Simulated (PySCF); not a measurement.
Potential energy of MgCd along the bond

Set-up: PySCF, scalar-relativistic core potentials, basis sets Mg cc-pVDZ, Cd cc-pVDZ-PP with ECP28. Energies in eV from Mg + Cd in their ground configurations at the same level. State: ¹Σ⁺ (singlet), closed shell.

All columns are PBE0. A positive dipole means Mg(−)Cd(+).

```
R (Å)  E (eV)  μ (D)  Mulliken charge on Mg (basis-dependent)  HOMO (eV)  LUMO (eV)  Mayer bond order  ⟨S²⟩
3.050  -0.020  -0.03                                     0.10      -4.91      -1.40              0.34  0.00
3.192  -0.059  -0.05                                     0.09      -4.98      -1.33              0.28  0.00
3.334  -0.078  -0.07                                     0.08      -5.06      -1.28              0.23  0.00
3.441  -0.084  -0.08                                     0.07      -5.11      -1.28              0.20  0.00
3.547  -0.086  -0.09                                     0.06      -5.16      -1.28              0.17  0.00
3.653  -0.084  -0.10                                     0.05      -5.20      -1.27              0.15  0.00
3.795  -0.078  -0.10                                     0.04      -5.25      -1.27              0.12  0.00
3.973  -0.068  -0.10                                     0.03      -5.31      -1.26              0.09  0.00
4.186  -0.055  -0.10                                     0.03      -5.36      -1.24              0.06  0.00
4.469  -0.040  -0.08                                     0.02      -5.40      -1.20              0.04  0.00
```

A fit through these points gives, at Re = 3.528 Å, μ = -0.09 D and dμ/dR = -0.0718 D/Å; the reduced mass is 19.81 u.

Problem. How strong is the fundamental in the double-harmonic approximation, I = 42.26·(dμ/dR)²/μred km/mol?

Solution. I = 42.26·(-0.0718)²/19.81 = 0.0110 km/mol at PBE0.

Closed-shell solutions of metal pairs were not tested for spin polarisation, which can lower them a little. The bond is weak. Basis-set superposition, not corrected here, can be much of De in a small basis, most of all at correlated wavefunction levels. Functionals without a dispersion term scatter widely for such bonds, and LDA overbinds them.
